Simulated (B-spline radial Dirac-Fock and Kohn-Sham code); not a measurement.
Ionisation of each subshell: Pb³⁺

System: the Pb³⁺ ion, configuration [Xe] 4f14 5d10 6s1, inside a Watson sphere of charge -3 and radius 2.7 Å (a model of the Madelung potential; inside it an electron's potential energy is raised by 16.0 eV); nuclear rms radius 5.5012 fm (A = 208).

Calculated with a radial atomic solver, using Dirac-Fock energy differences between relaxed states, corrected for Breit and QED terms. Correlation energy is missing from these numbers. Energies are counted from the vacuum level. Subshells whose hole state is unreliable or did not converge are left out.

All terms are in eV, carry their sign (relaxation lowers the binding energy) and add up to the binding energy; ⟨r⟩ is the mean radius of the orbital in the initial state.

| subshell | −ε (Koopmans) | relaxation | Gaunt | retardation | QED | binding energy | ⟨r⟩ (bohr) |
| --- | --- | --- | --- | --- | --- | --- | --- |
| K | 88610.0 | -94.63 | -356.55 | 33.50 | -170.89 | 88021.4 | 0.016 |
| L1 | 16009.7 | -56.58 | -40.75 | 3.00 | -26.35 | 15889.1 | 0.067 |
| L2 | 15345.9 | -61.60 | -69.67 | 7.18 | -0.80 | 15221.0 | 0.055 |
| L3 | 13153.0 | -57.39 | -46.40 | 10.36 | -2.98 | 13056.6 | 0.064 |
| M1 | 3924.3 | -31.51 | -7.56 | 0.51 | -6.17 | 3879.6 | 0.174 |
| M2 | 3626.3 | -32.77 | -13.23 | 1.16 | -0.35 | 3581.1 | 0.164 |
| M3 | 3130.8 | -30.45 | -8.41 | 1.99 | -0.77 | 3093.2 | 0.181 |
| M4 | 2646.9 | -33.67 | -5.79 | 0.53 | 0.46 | 2608.5 | 0.157 |
| M5 | 2542.4 | -32.86 | -3.96 | 0.58 | 0.18 | 2506.4 | 0.162 |
| N1 | 937.3 | -13.26 | -1.57 | 0.10 | -1.55 | 921.0 | 0.384 |
| N2 | 807.4 | -13.18 | -2.84 | 0.24 | -0.06 | 791.6 | 0.386 |
| N3 | 684.6 | -11.86 | -1.61 | 0.44 | -0.16 | 671.4 | 0.418 |
| N4 | 472.9 | -11.78 | -0.79 | 0.06 | 0.12 | 460.6 | 0.424 |
| N5 | 449.7 | -11.36 | -0.38 | 0.07 | 0.06 | 438.1 | 0.434 |
| N6 | 174.0 | -11.35 | 0.21 | -0.07 | 0.09 | 162.9 | 0.449 |
| N7 | 168.8 | -11.13 | 0.38 | -0.07 | 0.07 | 158.0 | 0.455 |
| O2 | 133.3 | -3.05 | -0.44 | 0.03 | 0.00 | 129.8 | 0.924 |
| O3 | 110.2 | -2.50 | -0.21 | 0.07 | -0.02 | 107.6 | 1.009 |
| O4 | 43.17 | -1.70 | -0.03 | 0.00 | 0.02 | 41.47 | 1.241 |
| O5 | 40.36 | -1.54 | 0.02 | 0.00 | 0.02 | 38.86 | 1.284 |
| P1 | 24.83 | -0.23 | -0.03 | 0.00 | -0.05 | 24.51 | 2.145 |

For the deepest level, K (1s), the Breit terms make up -0.367 % of the binding energy, QED -0.194 % and orbital relaxation -0.108 %.
